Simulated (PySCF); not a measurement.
Partial charges of `CC[Si@@H](C)SC1(C)CC1`

Compound: C₇H₁₆SSi.
Cartesian coordinates in Å at the GFN2-xTB level; atoms count from 1:
```xyz
25
C7H16SSi angstrom
C     -3.854   -0.151   -0.474
C     -2.685   -0.790    0.263
Si    -1.004   -0.271   -0.449
C     -0.743    1.610   -0.370
S      0.452   -1.326    0.747
C      2.005   -0.499    0.310
C      2.435   -0.713   -1.117
C      2.316    0.792    1.005
C      3.037   -0.464    1.397
H     -4.804   -0.488   -0.063
H     -3.829   -0.411   -1.530
H     -3.815    0.932   -0.393
H     -2.742   -0.529    1.321
H     -2.778   -1.876    0.212
H     -0.863   -0.730   -1.839
H     -1.467    2.123   -0.995
H     -0.853    1.988    0.644
H      0.247    1.890   -0.718
H      3.421   -0.283   -1.282
H      1.731   -0.247   -1.806
H      2.477   -1.778   -1.338
H      2.856    1.548    0.454
H      1.589    1.188    1.698
H      2.787   -0.915    2.344
H      4.073   -0.578    1.115
```

Density: PBE0/pcSseg-1 (PySCF); schemes: Mulliken, IAO, Hirshfeld and ESP-fitted. Geometry: GFN2-xTB, one conformer, isolated molecule.

Question: Atoms with like bonding are taken together and averaged. At which atom do the 4 schemes differ most?

Answer: At C6: from -0.607 (Mulliken) to +0.634 e (ESP-fitted), 1.241 e apart.

Question: Which atoms carry the lowest charge in the Mulliken, IAO, Hirshfeld and ESP-fitted schemes?

Answer: The schemes don't all agree: Mulliken C4 (-0.626); IAO C4 (-0.717); Hirshfeld C4 (-0.214); ESP-fitted C7 (-0.738).

Question: Tabulate the Mulliken, IAO, Hirshfeld and ESP-fitted charges.

Answer: In e; atoms taken as equivalent share a row and are averaged (×n: the atom named and its like, n in all):

```csv
atom,environment,Mulliken,IAO,Hirshfeld,ESP-fitted
C1,methyl carbon,-0.294,-0.410,-0.116,-0.403
C2,sp3 carbon bound to silicon,-0.574,-0.532,-0.157,+0.082
Si3,SiH silicon,+0.729,+0.836,+0.342,+0.512
C4,Si-methyl carbon,-0.626,-0.717,-0.214,-0.602
S5,sulfur bonded to C and Si,-0.199,-0.200,-0.094,-0.512
C6,sp3 carbon bound to sulfur,-0.607,-0.057,+0.006,+0.634
C7,methyl carbon,-0.099,-0.413,-0.121,-0.738
C8,three-membered-ring carbon,-0.136,-0.297,-0.096,-0.292
C9,three-membered-ring carbon,-0.120,-0.287,-0.093,-0.460
H10/H11/H12,methyl hydrogen,+0.118,+0.139,+0.040,+0.099
H13,methylene hydrogen,+0.146,+0.149,+0.038,+0.015
H14,methylene hydrogen,+0.147,+0.151,+0.040,+0.026
H15,Si–H hydrogen,-0.053,-0.142,-0.088,-0.135
H16/H17/H18,methyl hydrogen,+0.146,+0.157,+0.042,+0.144
H19/H20/H21,methyl hydrogen,+0.120,+0.143,+0.041,+0.189
H22,methylene hydrogen,+0.124,+0.145,+0.046,+0.119
H23,methylene hydrogen,+0.138,+0.154,+0.043,+0.119
H24,methylene hydrogen,+0.140,+0.158,+0.045,+0.183
H25,methylene hydrogen,+0.128,+0.148,+0.049,+0.158
```

Mean size of the charges over all atoms: ESP-fitted 0.251 e, IAO 0.244 e, Mulliken 0.217 e, Hirshfeld 0.078 e. Each set sums to the total charge, 0, to within 0.001 e. The IAO scheme projects the occupied orbitals on a minimal set of polarised atomic orbitals and counts the electrons in each atom's part of it. The Hirshfeld scheme weights the molecular density at each point by an atom's share of the summed free-atom densities.

Some averages cover members that differ in this geometry: H16/H17/H18, ESP-fitted +0.126 to +0.160; H19/H20/H21, Mulliken +0.100 to +0.131; H19/H20/H21, ESP-fitted +0.174 to +0.199 e.

Question: How many electrons does the ESP-fitted scheme count on C8?

Answer: Z − q = 6 − (-0.292) = 6.292.

Question: How closely do the schemes follow one another over all atoms?

Answer: Correlation coefficient and root-mean-square difference: IAO with Hirshfeld 0.98, 0.207 e; Mulliken with IAO 0.89, 0.142 e; Mulliken with Hirshfeld 0.86, 0.204 e; Hirshfeld with ESP-fitted 0.76, 0.253 e; IAO with ESP-fitted 0.75, 0.224 e; Mulliken with ESP-fitted 0.42, 0.331 e.

Question: Sum the charges by element, for elements with more than one atom.

Answer: 
| element | atoms | Mulliken | IAO | Hirshfeld | ESP-fitted |
| --- | --- | --- | --- | --- | --- |
| C | 7 | -2.455 | -2.713 | -0.790 | -1.780 |
| H | 16 | +1.925 | +2.078 | +0.542 | +1.780 |

The run behind these numbers computed NMR shieldings as well. The run took 2.3 min of wall time (with the writing of density and orbital grids) on Arm Neoverse N1, one thread, no GPU, shared host, and the process peaked at 1.2 GiB of memory.
